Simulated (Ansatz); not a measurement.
`[NH]=[Ta]([NH2])([NH2])[Cl]`, relaxed with RKS PBE0-D4/def2-TZVP in Ansatz 0.2.0 from a PBE-D4/def2-SVP geometry. The force threshold is 0.005 eV/Å; the program also tests the step.

The species carries charge 0 and has multiplicity 1. Ta takes the def2 core potential.

Start:

```xyz
10

N     1.607   -0.744    0.595
Ta    0.360    0.342   -0.063
N    -0.980    0.540    1.395
N    -0.400   -0.631   -1.624
Cl    1.167    2.459   -0.731
H     2.444   -1.219    0.939
H    -0.961    0.095    2.317
H    -1.876    1.028    1.273
H    -0.133   -1.560   -1.962
H    -1.229   -0.309   -2.138
```

```
step  energy (eV)  largest force (eV/Å)  largest move (Å)
   1  -18623.7589                 0.684             0.000
   2  -18623.8028                 0.412             0.068
   3  -18623.8075                 0.090             0.021
   4  -18623.8079                 0.058             0.014
   5  -18623.8082                 0.040             0.009
   6  -18623.8085                 0.020             0.009
   7  -18623.8085                 0.008             0.009
   8  -18623.8086                 0.006             0.009
   9  -18623.8086                 0.001             0.001
```

End:

```xyz
10

N     1.595   -0.731    0.589
Ta    0.347    0.329   -0.061
N    -0.980    0.539    1.390
N    -0.404   -0.629   -1.620
Cl    1.141    2.427   -0.723
H     2.399   -1.226    0.935
H    -0.919    0.122    2.306
H    -1.866    1.015    1.285
H    -0.103   -1.531   -1.955
H    -1.209   -0.316   -2.145
```

Run time 24 s (4 threads of an Intel Xeon Platinum 8488C on a shared host); peak host memory 0.58 GiB.
